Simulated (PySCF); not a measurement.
Species: C₆H₁₂F (doublet state).
Numbering: `[CH3:1][CH2:2][C:3]([CH3:4])[CH2:5][CH2:6][F:7]` (hydrogens: H8, H9, H10 on C1; H11, H12 on C2; H13, H14, H15 on C4; H16, H17 on C5; H18, H19 on C6)

Geometry (GFN2-xTB, Å), atoms numbered from 1 in this order:
```xyz
19
C6H12F angstrom
C     -1.4993   -1.1730    1.0763
C     -1.5152   -0.2313   -0.1421
C     -0.2337    0.4981   -0.3260
C     -0.1155    1.9049    0.1333
C      0.9741   -0.2249   -0.8003
C      1.9934   -0.4653    0.3249
F      3.1116   -1.0931   -0.1727
H     -1.2761   -0.6144    1.9820
H     -0.7474   -1.9474    0.9506
H     -2.4694   -1.6506    1.1919
H     -1.7326   -0.8383   -1.0276
H     -2.3285    0.4859   -0.0151
H     -0.1323    1.9752    1.2276
H      0.8100    2.3556   -0.2173
H     -0.9544    2.5031   -0.2284
H      0.6977   -1.1913   -1.2259
H      1.4901    0.3546   -1.5755
H      1.5861   -1.1169    1.1032
H      2.3315    0.4780    0.7640
```

The hyperfine couplings belong to this conformer and change with its torsions.

Method: UKS B3LYP, pcH-1 on C F H, non-relativistic, mean-field spin-orbit, GIAO (PySCF). Geometry: GFN2-xTB, one conformer, isolated molecule. The geometry wasn't refined by DFT: couplings that depend on bond lengths, twists or pyramidal angles can differ widely from those at the functional's own minimum. The SCF solution wasn't tested for stability.

Task: The isotropic 1H couplings, averaged over equivalent nuclei, are +71.4, +42.5, +35.3, -3.8, +1.7 MHz. Assign them to H8/H9/H10; H11/H12; H13/H14/H15; H16/H17; H18/H19.

Result: 
```csv
site,a_iso (MHz),ρ(0) (bohr⁻³),position,distance from C3 (Å),bound to,spin population there,largest |T| (MHz)
H8/H9/H10,+1.7,+0.0004,"γ, 3 bonds from C3",3.01,C1,+0.04,6.2
H11/H12,+35.3,+0.0079,"β, 2 bonds from C3",2.12,C2,-0.08,9.1
H13/H14/H15,+71.4,+0.0160,"β, 2 bonds from C3",2.14,C4,-0.08,8.6
H16/H17,+42.5,+0.0095,"β, 2 bonds from C3",2.13,C5,-0.08,8.9
H18/H19,-3.8,-0.0009,"γ, 3 bonds from C3",2.80,C6,+0.04,6.1
```

ρ(0) is the spin density at the nucleus and T the dipolar tensor; entries for several nuclei are means. Largest spin populations (Mulliken): C3 (+0.98), C4 (-0.08), C5 (-0.08) and C2 (-0.08). No atom but C3 exceeds +0.15. The angles at C3 add up to 359.5°, so it is planar.

Examples of negative spin density at the nucleus (bohr⁻³): C4 (-0.0302), C5 (-0.0289) and C2 (-0.0282).

Class means assume fast exchange of nuclei equivalent by connectivity; if that motion is slow, each nucleus keeps its own coupling. The three 1H nuclei of mean +71.4 MHz run from 10.2 to 130.9 MHz in the frozen geometry. The three 1H nuclei of mean +1.7 MHz run from -3.9 to 12.2 MHz in the frozen geometry. The 1H value of +42.5 MHz is a mean of couplings from 7.1 to 78.0 MHz in this one geometry, not an average over conformers. The 1H value of +35.3 MHz is a mean of couplings from 10.0 to 60.6 MHz in this one geometry, not an average over conformers.
